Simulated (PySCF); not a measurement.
Predicted microwave data (PBE0/pcSseg-1 in PySCF (dipole) on a GFN2-xTB geometry, gas phase) for one isomer of C7H10O2:

| Quantity | Value |
| --- | --- |
| Rotational constants | A = 2236, B = 1638, C = 1207 MHz |
| Dipole components | \|μa\| = 1.75 D, \|μb\| = 2.02 D, \|μc\| = 0.36 D |
| Inertial defect | -115.79 u·Å² |
| κ | -0.16 |

Question: Which candidate fits, each taken in the one conformer that was computed?
A. `[CH2:1]=[C:2]([CH2:3][CH3:4])[C@H:5]1[CH2:6][O:7][C:8]1=[O:9]` with C1–C2–C3–C4 -102°, C1–C2–C5–C6 77°
B. `[CH3:1][C:2]1=[CH:3][C@@:4]([CH3:5])([C:6](=[O:7])[OH:8])[CH2:9]1` with C3–C4–C6–O7 92°, C4–C6–O8–H 177°
C. `[CH3:1][C:2]([CH3:3])([CH3:4])[C:5]#[C:6][C:7](=[O:8])[OH:9]` with C6–C7–O9–H 180°
D. `[CH3:1][O:2][C@@H:3]1[CH2:4][CH2:5][CH:6]=[CH:7][C:8]1=[O:9]` with C1–O2–C3–C4 -169°, O2–C3–C4–C5 -60°, C3–C4–C5–C6 -49°, C4–C5–C6–C7 19°, C6–C7–C8–O9 -174°
E. `[CH:1]#[C:2][C:3](=[O:4])[C@@H:5]([CH3:6])[O:7][CH2:8][CH3:9]` with C2–C3–C5–C6 -83°, C3–C5–O7–C8 69°, C5–O7–C8–C9 179°
F. `[CH2:1]=[CH:2][C:3](=[CH2:4])[C@H:5]([CH:6]=[O:7])[O:8][CH3:9]` with C1–C2–C3–C4 -169°, C2–C3–C5–C6 -89°, C3–C5–C6–O7 82°, C3–C5–O8–C9 -75°

Answer: D. It is CO[C@@H]1CCC=CC1=O, an asymmetric top, point group C1. The candidates at the same level (rigid rotor, commonest isotopes):

```
                 SMILES  A (MHz)  B (MHz)  C (MHz)  μa (D)  μb (D)  μc (D)  Δ (u·Å²)  point group                        rotor
   C=CC(=C)[C@H](C=O)OC     1943     1397     1071    1.70    2.37    0.59   -149.73           C1               asymmetric top
CC1=C[C@@](C)(C(=O)O)C1     2915     1165     1031    0.58    1.28    0.67   -116.86           C1               asymmetric top
      CC(C)(C)C#CC(=O)O     3320    727.5    686.5    2.15    1.52    0.02   -110.77           C1  near-prolate asymmetric top
    C=C(CC)[C@H]1COC1=O     2269     1446     1168    2.43    2.79    0.79   -139.57           C1               asymmetric top
     CO[C@@H]1CCC=CC1=O     2236     1638     1207    1.75    2.02    0.36   -115.79           C1               asymmetric top
   C#CC(=O)[C@@H](C)OCC     2015     1208     1002    1.87    0.67    1.26   -164.57           C1               asymmetric top
```

`C#CC(=O)[C@@H](C)OCC` has B 26 % too low; `CC1=C[C@@](C)(C(=O)O)C1` has A 30 % too high; `C=C(CC)[C@H]1COC1=O` has B 12 % too low; `C=CC(=C)[C@H](C=O)OC` has B 15 % too low; `CC(C)(C)C#CC(=O)O` has B 56 % too low. No structure here is proved a minimum.
